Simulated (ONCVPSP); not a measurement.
# Pseudopotential generation for C (Z = 6): ONCV, PBEsol, fully relativistic.

carbon (C), optimised norm-conserving Vanderbilt (ONCV), made with ONCVPSP 4.0.1 (PBEsol, fully relativistic). Core [He], reference 2s2 2p1 (charge +1). Waves: 2s: rc 1.20 bohr, ncon 3, nbas 8, qcut 6.8 1/bohr, 2 projectors, debl 1.1 Ha; 2p: rc 1.70 bohr, ncon 4, nbas 9, qcut 8.5 1/bohr, 2 projectors, debl 1.1 Ha; d scattering state at 0.05 Ha: rc 1.75 bohr, ncon 5, nbas 10, qcut 5.2 1/bohr, 2 projectors, debl 3.8 Ha. Local part: polynomial inside 0.95 bohr (lpopt 1, dvloc0 0 Ha). Core correction: polynomial model core, fcfact 0.45.

Open shells are filled in proportion to 2j + 1.

(1) Estimate the cutoffs (Ha) at which the residual kinetic energy of the hardest occupied pseudo-wave falls to 1 and 0.1 mHa per electron.

(2) What does a ghost test show?

(3) Which valence shell sets the plane-wave cutoff?

(4) Tests: 2s2 2p2; 2s2 2p0; 2s1 2p0; 2s1 2p3. Which has the largest error in its energy relative to the reference configuration, and how large is it?

## Answers

(1) 21 Ha and 26 Ha.

(2) No bound ghost flagged; no localised positive-energy state flagged.

(3) 2p: 21 Ha for 1 mHa per electron, against 17 Ha for 2s.

(4) 2s1 2p0, with +170 meV (all-electron minus pseudo) on +71.98 eV.
